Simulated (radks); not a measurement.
The strontium ion Sr2+, configuration [Ar] 3d10 4s2 4p5 7f1 (not the ground configuration).

Method: scalar-relativistic Kohn-Sham, r2SCAN, spin-polarised, spherical densities, finite nucleus; open shells are filled with parallel spins first (spin-orbit coupling, left out, can overturn this in heavy ions); meta-GGA in the generalised Kohn-Sham scheme; Fermi nuclear charge, rms radius 4.224 fm; computed with a radial shooting solver on a logarithmic mesh with Libxc functionals.

Energy parts (hartree):
| part | energy |
|---|---|
| total | -3177.88364 |
| kinetic | 3259.03434 |
| electron-nucleus | -7617.28212 |
| Hartree | 1284.92442 |
| exchange-correlation | -104.56028 |

Orbitals (lengths in bohr, moments of r in powers of bohr):
orbital	occ.	eigenvalue (hartree)	<r^4>
1s up	1	-588.1704	0.00001105
1s down	1	-588.1638	0.00001105
2s up	1	-80.94599	0.002120
2s down	1	-80.94457	0.002120
2p up	3	-71.96045	0.001531
2p down	3	-71.95548	0.001531
3s up	1	-13.58056	0.1198
3s down	1	-13.57513	0.1196
3p up	3	-10.64729	0.1387
3p down	3	-10.64055	0.1383
3d up	5	-5.82229	0.1859
3d down	5	-5.81402	0.1841
4s up	1	-2.53702	5.993
4s down	1	-2.48476	6.084
4p up	3	-1.81981	9.864
4p down	2	-1.76953	10.06
7f up	1	-0.08516	338300

The highest occupied level is 7f up at -2.317 eV. Summed over all electrons, <r^2> = 527.3 bohr^2, which gives a Langevin (diamagnetic) susceptibility term of -418 x 10^-6 cm^3/mol. The density falls to 0.001 e/bohr^3 at r = 3.19 bohr.
